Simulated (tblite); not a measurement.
Compound: C5H8GeO2.
SMILES with atom numbers: `[CH2:1]=[CH:2]/[C:3]([GeH3:4])=[CH:5]\[O:6][CH:7]=[O:8]` (hydrogens: H9, H10 on C1; H11 on C2; H12, H13, H14 on Ge4; H15 on C5; H16 on C7)

Computed with GFN2-xTB (tblite), gas phase: L-BFGS steps from a force-field or distance-geometry start until the largest atomic force falls under 0.01 eV/Å.

Step 11: E = -674.1437 eV
```
atom  x, y, z in Å  |  force x, y, z in eV/Å
C1     -1.8400   -1.8261    0.0001    0.096   0.030  -0.021
C2     -0.6061   -1.3371   -0.0741   -0.003   0.062   0.041
C3     -0.2816    0.0715    0.0563   -0.068   0.080   0.005
Ge4    -1.6909    1.3977    0.3488   -0.030   0.031  -0.006
C5      0.9778    0.5174   -0.0174    0.058  -0.035  -0.018
O6      2.0414   -0.3381   -0.2199    0.032  -0.086  -0.021
C7      3.2728    0.1530   -0.2880    0.007  -0.009   0.030
O8      3.6052    1.2958   -0.1913   -0.061   0.060   0.001
H9     -2.0327   -2.8802   -0.1004   -0.013  -0.016   0.000
H10    -2.7014   -1.1927    0.1596    0.055   0.037   0.001
H11     0.2366   -1.9977   -0.2328   -0.009  -0.024  -0.011
H12    -2.6788    1.3892   -0.7733   -0.002  -0.006   0.003
H13    -1.1008    2.7654    0.4448    0.026  -0.042  -0.006
H14    -2.4395    1.1168    1.6110   -0.008  -0.005   0.007
H15     1.2620    1.5609    0.0715   -0.090  -0.043   0.010
H16     3.9683   -0.6868   -0.4471    0.012  -0.033  -0.017
```

Step 12: E = -674.1451 eV
```
atom  x, y, z in Å  |  force x, y, z in eV/Å
C1     -1.8371   -1.8256   -0.0005    0.081   0.032  -0.014
C2     -0.6032   -1.3368   -0.0738   -0.003   0.062   0.034
C3     -0.2821    0.0738    0.0565   -0.060   0.036   0.004
Ge4    -1.6940    1.3991    0.3495    0.022  -0.014  -0.016
C5      0.9784    0.5171   -0.0172    0.026  -0.039  -0.020
O6      2.0390   -0.3428   -0.2204    0.040  -0.025  -0.008
C7      3.2693    0.1520   -0.2870    0.022  -0.008   0.014
O8      3.5969    1.2967   -0.1906   -0.056   0.022   0.002
H9     -2.0346   -2.8793   -0.1001    0.002  -0.001  -0.001
H10    -2.6960   -1.1887    0.1595    0.047   0.029   0.000
H11     0.2398   -1.9983   -0.2333   -0.027   0.007  -0.004
H12    -2.6794    1.3887   -0.7727   -0.016  -0.001  -0.012
H13    -1.0972    2.7620    0.4436    0.023  -0.013  -0.001
H14    -2.4406    1.1161    1.6107   -0.017  -0.002   0.023
H15     1.2655    1.5605    0.0709   -0.092  -0.066   0.009
H16     3.9676   -0.6858   -0.4473    0.008  -0.017  -0.010
```

Step 13: E = -674.1462 eV
```
atom  x, y, z in Å  |  force x, y, z in eV/Å
C1     -1.8341   -1.8249   -0.0013    0.033   0.022  -0.003
C2     -0.6010   -1.3352   -0.0729    0.002   0.034   0.015
C3     -0.2831    0.0765    0.0567   -0.020  -0.017   0.001
Ge4    -1.6962    1.4005    0.3497    0.046  -0.041  -0.016
C5      0.9791    0.5157   -0.0175   -0.011  -0.037  -0.017
O6      2.0384   -0.3467   -0.2210    0.025   0.020   0.006
C7      3.2678    0.1512   -0.2860    0.020  -0.002  -0.004
O8      3.5904    1.2975   -0.1902   -0.042  -0.011   0.004
H9     -2.0357   -2.8787   -0.0998    0.020   0.023  -0.001
H10    -2.6913   -1.1856    0.1594    0.037   0.022  -0.002
H11     0.2409   -1.9987   -0.2338   -0.029   0.037   0.004
H12    -2.6800    1.3883   -0.7727   -0.024   0.002  -0.018
H13    -1.0943    2.7596    0.4429    0.021   0.010   0.002
H14    -2.4415    1.1156    1.6110   -0.018   0.001   0.025
H15     1.2651    1.5592    0.0708   -0.068  -0.065   0.005
H16     3.9679   -0.6854   -0.4478    0.006   0.003  -0.002
```

Step 14: E = -674.1468 eV
```
atom  x, y, z in Å  |  force x, y, z in eV/Å
C1     -1.8322   -1.8242   -0.0017   -0.008   0.012   0.006
C2     -0.5999   -1.3336   -0.0720    0.003   0.001   0.000
C3     -0.2838    0.0779    0.0568    0.012  -0.044  -0.001
Ge4    -1.6968    1.4007    0.3496    0.037  -0.039  -0.008
C5      0.9793    0.5141   -0.0180   -0.025  -0.031  -0.012
O6      2.0387   -0.3485   -0.2212    0.006   0.024   0.010
C7      3.2676    0.1506   -0.2855    0.007   0.003  -0.012
O8      3.5867    1.2980   -0.1899   -0.022  -0.018   0.005
H9     -2.0357   -2.8779   -0.0998    0.030   0.034  -0.002
H10    -2.6883   -1.1838    0.1594    0.024   0.021  -0.001
H11     0.2407   -1.9984   -0.2339   -0.013   0.045   0.007
H12    -2.6808    1.3881   -0.7731   -0.019   0.004  -0.014
H13    -1.0925    2.7586    0.4426    0.018   0.014   0.003
H14    -2.4423    1.1153    1.6117   -0.011   0.004   0.014
H15     1.2629    1.5574    0.0709   -0.042  -0.044   0.003
H16     3.9686   -0.6854   -0.4481    0.006   0.015   0.003
```

Q: Estimate the geometry and energy of step 15. (The exact step hangs on the optimiser's Hessian estimate; all steps are aligned on step 14, rigid shifts and turns removed.)

A: E = -674.1472 eV, largest force 0.052 eV/Å
```
atom  x, y, z in Å  |  force x, y, z in eV/Å
C1     -1.8308   -1.8234   -0.0019   -0.033   0.004   0.010
C2     -0.5991   -1.3325   -0.0714   -0.002  -0.024  -0.010
C3     -0.2843    0.0779    0.0568    0.024  -0.046  -0.002
Ge4    -1.6965    1.4000    0.3494    0.014  -0.021  -0.001
C5      0.9792    0.5124   -0.0186   -0.021  -0.022  -0.006
O6      2.0389   -0.3495   -0.2212   -0.008   0.005   0.008
C7      3.2674    0.1503   -0.2854   -0.006   0.006  -0.013
O8      3.5838    1.2983   -0.1896   -0.001  -0.009   0.005
H9     -2.0352   -2.8768   -0.0998    0.029   0.027  -0.003
H10    -2.6857   -1.1820    0.1593    0.007   0.024   0.001
H11     0.2404   -1.9973   -0.2339    0.010   0.034   0.006
H12    -2.6816    1.3881   -0.7736   -0.009   0.004  -0.004
H13    -1.0909    2.7581    0.4425    0.012   0.006   0.002
H14    -2.4430    1.1152    1.6123   -0.001   0.007  -0.001
H15     1.2607    1.5552    0.0711   -0.022  -0.016   0.002
H16     3.9691   -0.6852   -0.4482    0.007   0.019   0.005
```

The energy changes by -0.0004 eV. The first-order estimate −F·Δx gives -0.0006 eV and the mean of the old and new forces, exact on a quadratic surface, -0.0004 eV. The step makes an angle of 51° with the force vector and moves no atom by more than 0.003 Å.

What follows is the cost of the whole relaxation. Time: 0.26 s. Hardware: one thread of an Arm Neoverse V1, shared host with 32 logical CPUs at a one-minute load of 34.
